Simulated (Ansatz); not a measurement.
The same path of CH$_{4}$NSb (7 atoms, charge 0, multiplicity 1) was run twice with different band settings. The coordinate that changes most is the height of Sb3 over the plane of its neighbours.

Theory: RKS B3LYP/def2-TZVP in Ansatz.

Relaxed end points:

```xyz
7
Properties=species:S:1:pos:R:3
N -1.281 -1.059 -0.120
C -0.539 -0.216 -0.693
Sb 1.471 0.491 -0.103
H -0.890 -1.409 0.757
H -0.897 0.201 -1.640
H 1.253 -0.061 1.507
H 0.883 2.053 0.291
```

```xyz
7
Properties=species:S:1:pos:R:3
N -1.039 -1.266 -0.310
C -0.700 -0.079 -0.566
Sb 0.503 1.315 0.658
H -0.651 -1.615 0.568
H -1.081 0.360 -1.494
H 1.152 0.026 1.587
H 1.816 1.259 -0.444
```

Common settings: movable images 7; climbing image yes; spring 5.0 eV/Å²; start path through a guess of the saddle point; force threshold 0.05 eV/Å; iteration limit 60; end points relaxed.

| run | optimiser | largest step |
| --- | --- | --- |
| 1 | quadratic models (default) | default |
| 2 | fire | 0.02 Å |

**Question.** What does each run give, and how far can it be trusted?

**Answer.** Run 1: converged after 14 iterations, highest image 1.745 eV above the first end. Neighbouring images differ by up to 1.3 eV, so the band resolves the path poorly. A vibrational analysis at the climbing image gives one clearly imaginary mode, 870i cm⁻¹: a first-order saddle point.
Run 2: converged after 59 iterations, highest image 1.759 eV above the first end. The order of the stationary point at the top wasn't checked.
